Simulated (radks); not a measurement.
Species: Au4+. Configuration: [Xe] 4f14 5d7. All-electron calculation, non-relativistic Kohn-Sham, PBE, spin-polarised, spherical densities, point nucleus; open shells are filled with parallel spins first (spin-orbit coupling, left out, can overturn this in heavy ions); relativity is left out, which matters for an element this heavy. Program: a radial shooting solver on a logarithmic mesh with Libxc functionals.

Normalised radial functions P(r) = r R(r), r in bohr:

r	5s down	5p down
0.0008425	0.0384	0.0007
0.000973	0.0439	0.0010
0.001115	0.0497	0.0013
0.001287	0.0566	0.0017
0.001487	0.0644	0.0022
0.001703	0.0724	0.0029
0.001967	0.0819	0.0038
0.002254	0.0916	0.0049
0.002603	0.1027	0.0065
0.003006	0.1146	0.0085
0.003444	0.1265	0.0110
0.003977	0.1395	0.0143
0.004557	0.1519	0.0183
0.005263	0.1646	0.0238
0.006078	0.1764	0.0307
0.006963	0.1858	0.0389
0.008042	0.1931	0.0496
0.009213	0.1962	0.0621
0.01064	0.1942	0.0781
0.01229	0.1851	0.0974
0.01408	0.1684	0.1186
0.01626	0.1406	0.1444
0.01863	0.1038	0.1714
0.02151	0.0531	0.2018
0.02484	-0.0089	0.2324
0.02846	-0.0756	0.2591
0.03287	-0.1503	0.2812
0.03766	-0.2184	0.2920
0.04349	-0.2784	0.2873
0.05023	-0.3142	0.2600
0.05755	-0.3146	0.2090
0.06646	-0.2699	0.1259
0.07676	-0.1741	0.0150
0.08794	-0.0412	-0.1074
0.1016	0.1276	-0.2395
0.1164	0.2860	-0.3453
0.1344	0.4132	-0.4098
0.1552	0.4566	-0.3990
0.1778	0.3919	-0.3049
0.2053	0.2064	-0.1196
0.2352	-0.0517	0.1101
0.2717	-0.3487	0.3597
0.3138	-0.5819	0.5488
0.3595	-0.6666	0.6139
0.4151	-0.5644	0.5258
0.4756	-0.2914	0.2961
0.5493	0.1245	-0.0596
0.6344	0.5713	-0.4564
0.7268	0.9246	-0.7916
0.8394	1.1496	-1.0370
0.9616	1.1929	-1.1307
1.111	1.0790	-1.0843
1.283	0.8590	-0.9237
1.469	0.6192	-0.7173
1.697	0.3885	-0.4934
1.944	0.2222	-0.3123
2.245	0.1074	-0.1709
2.593	0.0445	-0.0818
2.971	0.0165	-0.0354
3.431	0.0047	-0.0123
3.931	0.0012	-0.0038
4.54	0.0002	-0.0009

5s down: eigenvalue -134.98 eV, 4 radial nodes at r = 0.0244, 0.0912, 0.229, 0.528 bohr, <r> = 1.01 bohr, 90 % of the charge inside 1.44 bohr. 5p down: eigenvalue -104.08 eV, 3 radial nodes at r = 0.0781, 0.221, 0.537 bohr, <r> = 1.09 bohr, 90 % of the charge inside 1.58 bohr.
